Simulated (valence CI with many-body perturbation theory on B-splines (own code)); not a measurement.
## Nd21+: calculated level list

Method: valence CI with perturbative core correlation (CI+MBPT): three valence electrons over a frozen Dirac-Fock core [Kr], a basis of 7 s, 7 p, 8 d, 6 f, 4 g, 1 h functions for each j, with the one-electron correlation potential Σ1 (screened to all orders), the two-electron term Σ2, the three-electron term Σ3, Breit, model QED; selected single and double excitations, second order for the rest, scaled by the run's own slope (own B-spline code, finite nucleus).

No measured levels were compared; by estimate terms of the open shell hold to 2 to 4 % of their energy, and close levels can change places. The list stops below the first excitations out of the core.

Levels 1 to 19 of 19, with energies above the lowest level, (4d3/2^3) J=3/2. "Leading %" is the weight of the configuration and term that name the level; weights of strongly mixed levels are sums over their largest components and can fall short. In the jj column 3d3/2^4 stands for four electrons in 3d with j = 3/2. Lifetimes count E1, E2, E3, M1 and M2 decay at the calculated energies, and are blank where another channel may lead or the interval is too uncertain; long ones can be off by a factor of two.

| No. | Configuration | Term | J | E (eV) | Leading % | g | Lifetime | Leading jj |
| --- | --- | --- | --- | --- | --- | --- | --- | --- |
| 1 | 4d3 | 4F | 3/2 | 0.000 | 71 | 0.552 |  | 4d3/2^3 (84 %) |
| 2 | 4d3 | 4F | 5/2 | 3.423 | 92 | 1.041 | 1.43 ms | 4d3/2^2 4d5/2 (94 %) |
| 3 | 4d3 | 4F | 7/2 | 5.432 | 69 | 1.141 | 8.41 ms | 4d3/2^2 4d5/2 (73 %) |
| 4 | 4d3 | 4P | 3/2 | 5.658 | 45 | 1.329 | 1.26 ms | 4d3/2^2 4d5/2 (88 %) |
| 5 | 4d3 | 2G | 9/2 | 6.237 | 41 | 1.130 | 281 ms | 4d3/2^2 4d5/2 (87 %) |
| 6 | 4d3 | 4P | 1/2 | 6.638 | 68 | 2.029 | 4.04 ms | 4d3/2^2 4d5/2 (98 %) |
| 7 | 4d3 | 2G | 7/2 | 9.778 | 66 | 1.003 | 499 μs | 4d3/2 4d5/2^2 (81 %) |
| 8 | 4d3 | 4P | 5/2 | 10.073 | 82 | 1.513 | 1.82 ms | 4d3/2^2 4d5/2 (49 %) |
| 9 | 4d3 | 2H | 9/2 | 10.324 | 50 | 1.116 | 868 μs | 4d3/2 4d5/2^2 (77 %) |
| 10 | 4d3 | 2D | 3/2 | 11.712 | 44 | 1.165 | 293 μs | 4d3/2 4d5/2^2 (96 %) |
| 11 | 4d3 | 2P | 1/2 | 12.351 | 68 | 1.304 | 548 μs | 4d3/2 4d5/2^2 (98 %) |
| 12 | 4d3 | 2H | 11/2 | 12.965 | 100 | 1.089 | 1.76 ms | 4d3/2 4d5/2^2 (100 %) |
| 13 | 4d3 | 2D | 5/2 | 13.931 | 92 | 1.187 | 700 μs | 4d3/2 4d5/2^2 (65 %) |
| 14 | 4d3 | 2F | 5/2 | 14.803 | 77 | 0.978 | 921 μs | 4d3/2 4d5/2^2 (74 %) |
| 15 | 4d3 | 2F | 7/2 | 15.493 | 91 | 1.121 | 1.04 ms | 4d3/2 4d5/2^2 (92 %) |
| 16 | 4d3 | 2G | 9/2 | 16.085 | 58 | 1.102 | 339 μs | 4d5/2^3 (88 %) |
| 17 | 4d3 | 2P | 3/2 | 17.313 | 56 | 1.182 | 304 μs | 4d5/2^3 (72 %) |
| 18 | 4d3 | 2D | 3/2 | 22.024 | 95 | 0.829 | 291 μs | 4d3/2 4d5/2^2 (71 %) |
| 19 | 4d3 | 2D | 5/2 | 23.175 | 75 | 1.159 | 162 μs | 4d5/2^3 (79 %) |

The ionisation energy to 4d2 3F_2 of the next ion comes out as 639.89 eV (NIST: 638 ± 4 eV (theoretical)). All 19 levels together are meant to be complete up to 82.667 eV.
